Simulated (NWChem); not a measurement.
Si2NH3F4; SMILES [SiH](F)(F)N[SiH](F)F

All runs: NWChem. B3LYP is NWChem's, with the RPA form of VWN correlation. Each level has its own optimisation; frequencies are unscaled. One conformer.

| level | r F–Si (Å) | r H–N (Å) | highest harmonic frequency (cm⁻¹) | lowest (cm⁻¹) | zero-point energy (kcal/mol) | dipole (D) |
|---|---|---|---|---|---|---|
| B3LYP/3-21G | 1.638 | 1.021 | 3523 | 28 | 30.8 | 2.49 |
| Hartree-Fock/STO-3G | 1.602 | 1.013 | 4097 | 30 | 34.8 | 1.49 |
| PBE0/def2-SVP | 1.611 | 1.018 | 3611 | 17 | 29.7 | 1.84 |
